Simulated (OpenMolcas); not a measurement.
B II: RASPT2 settings compared

```yaml
Program: OpenMolcas
Basis: ANO-RCC-VTZP [4s3p2d1f]
Scalar_Hamiltonian: DKH3, point nucleus
Active_space: 2 electrons in 9 orbitals (RAS2 2s 2p; RAS3 3d, at most 2 electrons)
State_averaging: 2S+1 = 1 even, 6 roots; 2S+1 = 3 even, 3 roots kept (CI in the orbitals of an earlier block); 2S+1 = 1 odd, 3 roots; 2S+1 = 3 odd, 3 roots kept (CI in the orbitals of an earlier block)
Spin-orbit_coupling: RASSI with atomic mean-field integrals over the reference wave functions, term energies averaged over their components
```

Methods on the same reference wave functions:
A. RASSCF
B. SS-RASPT2, IPEA 0.2 Eh, sigma2 regulariser 0.2 Eh (closed shells correlated: 1s)
C. XMS-RASPT2, IPEA 0.1 Eh, no level shift (closed shells correlated: none)
D. XMS-RASPT2, IPEA 0.3 Eh, imaginary shift 0.05 Eh (closed shells correlated: none)

Energies in cm⁻¹ above 2s² ¹S₀, the measured ground level; measured values from NIST Handbook of Basic Atomic Spectroscopic Data.

| Level | A | B | C | D | Measured |
| --- | --- | --- | --- | --- | --- |
| 2s² ¹S₀ | 0.0 | 0.0 | 0.0 | 0.0 | 0.0 |
| 2s 2p ³P°₀ | 37818 | 37188 | 37507 | 37501 | 37336 |
| 2s 2p ³P°₁ | 37825 | 37195 | 37514 | 37508 | 37342 |
| 2s 2p ³P°₂ | 37839 | 37209 | 37529 | 37522 | 37358 |
| 2s 2p ¹P°₁ | 75531 | 74197 | 74961 | 74951 | 73397 |
| 2p² ³P₀ | 99700 | 99122 | 100033 | 100024 | 98911 |
| 2p² ³P₁ | 99707 | 99129 | 100040 | 100031 | 98920 |
| 2p² ³P₂ | 99721 | 99143 | 100054 | 100046 | 98933 |
| 2p² ¹D₂ | 103681 | 102919 | 103626 | 103611 | 102363 |

Deviations, from unrounded energies. A percentage is the sum of absolute deviations over the sum of measured energies, with the sign that they share, or ± where signs differ.

```json
{"Against measurement": "mean absolute deviation (cm-1)", "Levels": "8", "A": "910", "B": "300", "C": "840", "D": "830"}
{"Against measurement": "other configurations (%)", "Levels": "8", "A": "+1.2", "B": "±0.4", "C": "+1.1", "D": "+1.1"}
```

B lies closest to measurement on these levels and A furthest from it. The largest miss of B in the table is 2s 2p ¹P°₁, by +800 cm-1. The ranking rests on the paired levels alone, and a cruder setting can come out closer through cancelling errors.

Among B to D the level of the table that moves most is 2p² ³P₁, by 910 cm-1 (lowest in B, highest in C).

The lowest spin-free term lies below A's lowest term by 0.027 hartree in B, 0.006 hartree in C, 0.006 hartree in D.

Terms from blocks run as CI alone lack orbitals of their own. Active for correlation alone: 3d; no level in the range computed is led by a configuration that fills it, so any true level of that kind is missing. Without dynamic correlation excited terms often stand tens of per cent too high (terms of higher spin than the ground term too low), and those without a measured partner can miss by more than the paired ones (holds for A). Computed and measured levels are paired by configuration, term and J; levels that our copy of the source lacks, or whose pairing is in doubt (as where it misses far off the trend of its configuration), stay unpaired and out of the deviations. Levels of configurations outside the active space are missing.

° marks odd parity.
